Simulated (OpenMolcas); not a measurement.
## Cl6+: CASPT2 settings compared

- Program: OpenMolcas 26.06
- Basis: ANO-RCC-VTZP [5s4p2d1f]
- Scalar Hamiltonian: DKH2, point nucleus
- Active space: 1 electron in 4 orbitals (3s 3p)
- State averaging: 2S+1 = 2 even, 1 root; 2S+1 = 2 odd, 3 roots
- Spin-orbit coupling: state interaction with AMFI integrals over the reference wave functions, term energies averaged over their components

Methods on the same reference wave functions:
A. CASSCF
B. SS-CASPT2, IPEA 0.75 Eh, imaginary shift 0.05 Eh (closed shells correlated: 2s 2p)
C. SS-CASPT2, IPEA 0.1 Eh, sigma2 regulariser 0.5 Eh (closed shells correlated: 2s 2p)
D. XMS-CASPT2, IPEA 0.75 Eh, imaginary shift 0.05 Eh (closed shells correlated: 2s 2p)

Energies in cm-1 above 3s 2S 1/2, the measured ground level; measured values from Moore, Atomic Energy Levels, vol. I, NSRDS-NBS 35 (1971 reprint of NBS Circular 467, 1949).

| Level | A | B | C | D | Measured |
| --- | --- | --- | --- | --- | --- |
| 3s 2S 1/2 | 0.0 | 0.0 | 0.0 | 0.0 | 0.0 |
| 3p 2P* 1/2 | 122979 | 123263 | 123264 | 123237 | 123001 |
| 3p 2P* 3/2 | 124642 | 124925 | 124926 | 124899 | 124891 |

Deviations, from unrounded energies. A percentage is the sum of absolute deviations over the sum of measured energies, with the sign that they share, or ± where signs differ.

| Against measurement | Levels | A | B | C | D |
| --- | --- | --- | --- | --- | --- |
| mean absolute deviation (cm-1) | 2 | 140 | 150 | 150 | 120 |
| other configurations (%) | 2 | -0.1 | +0.1 | +0.1 | +0.1 |

D lies closest to measurement on these levels and C furthest from it. The largest miss of D in the table is 3p 2P* 1/2, by +240 cm-1. The ranking rests on the paired levels alone, and a cruder setting can come out closer through cancelling errors.

Among B to D the level of the table that moves most is 3p 2P* 1/2, by 27 cm-1 (lowest in D, highest in C).

The lowest spin-free term lies below A's lowest term by 0.018 hartree in B, 0.018 hartree in C, 0.018 hartree in D.

With one active electron the reference holds no correlation, so core polarisation is missing (holds for A). With one active electron, CASPT2 adds the correlation within the correlated inactive shells and between them and that electron, and leaves the splitting within a term as the reference gives it (holds for B; C; D). Measured partners are found by configuration, term and J. A level has none where our copy of the source lacks it or the pairing is in doubt (some pairs that miss far off the trend of their configuration count as doubtful), and it then counts in no deviation. Levels of configurations outside the active space are missing.

* marks odd parity.
